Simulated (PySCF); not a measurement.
All values below come from PBE-D3(BJ)/def2-TZVP // PBE-D3(BJ)/def2-SVP run with PySCF. All species are isolated molecules in the gas phase. One relaxed conformer stands for a flexible species; it need not be the lowest. 

Reference species (SMILES): `Sc1cccnc1` (H–S–C–C torsion 0°) (neutral, multiplicity 1).

| Item | Value |
|---|---|
| HOMO–LUMO gap | 3.71 eV |

Changed species: `Sc1ccncc1` (H–S–C–C torsion 0°).

Q: Predict the effect on the HOMO–LUMO gap.

A: the HOMO–LUMO gap rises by 0.38 eV, to 4.09 eV.
